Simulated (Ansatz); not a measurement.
Reaction (formal exchange of groups at a Ge–Cl bond): `C#[C][GeH2][Cl]` + `CCl` → `C#[C][GeH2][CH2]Cl` + HCl

Program: Ansatz. Geometries: PBE0-D4/def2-TZVP. ΔE: electronic, gas phase. CCSD(T)/CBS adds triple-zeta CCSD(T) − MP2 to the extrapolated MP2 energy (def2 sets, frozen cores). This one scheme is used for every species. DFT in def2-TZVPP. B3LYP here is the variant with VWN-RPA as its local correlation; programs differ in this. For Ge outer-core shells are correlated without core-valence functions, which leaves a few kJ/mol of doubt a bond. Scalar relativity is left out up to krypton. One conformer a species, not always the lowest.

`C#[C][GeH2][Cl]`:

```xyz
7

C    -1.229   -1.625    0.000
C    -0.472   -0.689    0.036
Ge    0.730    0.769    0.109
Cl    0.018    2.281   -1.244
H    -1.902   -2.451   -0.036
H     0.741    1.378    1.511
H     2.115    0.338   -0.375
```

`CCl`:

```xyz
5

C    -0.122   -0.076    0.027
Cl    1.356    0.849   -0.297
H     0.142   -0.962    0.601
H    -0.568   -0.362   -0.923
H    -0.807    0.550    0.593
```

`C#[C][GeH2][CH2]Cl`:

```xyz
10

C     0.465    1.416    2.199
C     0.081    1.067    1.111
Ge   -0.505    0.500   -0.601
C     0.248   -1.278   -0.957
Cl   -0.408   -2.486    0.169
H     0.802    1.723    3.162
H     0.014    1.493   -1.654
H    -2.036    0.429   -0.620
H     0.008   -1.600   -1.970
H     1.331   -1.263   -0.838
```

HCl:

Z-matrix (Å, degrees):
```
Cl
H 1 1.279
```

```json
{"level": "r2SCAN-D4", "ΔE (kJ/mol)": "93.9", "difference from CCSD(T)/CBS": "7.7"}
{"level": "PBE0-D4", "ΔE (kJ/mol)": "91.8", "difference from CCSD(T)/CBS": "5.6"}
{"level": "B3LYP-D4", "ΔE (kJ/mol)": "93.6", "difference from CCSD(T)/CBS": "7.4"}
{"level": "ωB97X-V", "ΔE (kJ/mol)": "93.0", "difference from CCSD(T)/CBS": "6.8"}
{"level": "ωB97M-V", "ΔE (kJ/mol)": "91.7", "difference from CCSD(T)/CBS": "5.5"}
{"level": "B2PLYP", "ΔE (kJ/mol)": "95.4", "difference from CCSD(T)/CBS": "9.2"}
{"level": "PBE", "ΔE (kJ/mol)": "92.0", "difference from CCSD(T)/CBS": "5.8"}
{"level": "r2SCAN", "ΔE (kJ/mol)": "95.1", "difference from CCSD(T)/CBS": "8.9"}
{"level": "PBE0", "ΔE (kJ/mol)": "95.1", "difference from CCSD(T)/CBS": "8.9"}
{"level": "HF/def2-TZVPP", "ΔE (kJ/mol)": "113.4", "difference from CCSD(T)/CBS": "27.2"}
{"level": "MP2/def2-TZVPP", "ΔE (kJ/mol)": "86.8", "difference from CCSD(T)/CBS": "0.6"}
{"level": "SCS-MP2/def2-TZVPP", "ΔE (kJ/mol)": "90.4", "difference from CCSD(T)/CBS": "4.2"}
{"level": "CCSD(T)/def2-TZVPP", "ΔE (kJ/mol)": "85.6", "difference from CCSD(T)/CBS": "-0.6"}
{"level": "MP2/def2-QZVPP", "ΔE (kJ/mol)": "87.2", "difference from CCSD(T)/CBS": "1.0"}
{"level": "HF/CBS(def2)", "ΔE (kJ/mol)": "113.9", "difference from CCSD(T)/CBS": "27.7"}
{"level": "MP2/CBS(def2)", "ΔE (kJ/mol)": "87.3", "difference from CCSD(T)/CBS": "1.1"}
{"level": "CCSD(T)/CBS", "ΔE (kJ/mol)": "86.2", "difference from CCSD(T)/CBS": "0"}
```

Largest T1 diagnostic among the species: 0.011.

In def2-TZVPP, CCSD(T) changes the Hartree–Fock value by −27.8 kJ/mol (the triples alone add −2.4 kJ/mol) and MP2 by −26.7 kJ/mol. From PBE to PBE0 (25 % exact exchange), in def2-TZVPP and without D4, ΔE moves by +3.1 kJ/mol. The D4 term adds −5.7 kJ/mol with B3LYP and −3.3 kJ/mol with PBE0; it sums over pairs of atoms, weighted by their polarisabilities, and B3LYP, whose exchange is more repulsive, gets the larger term.
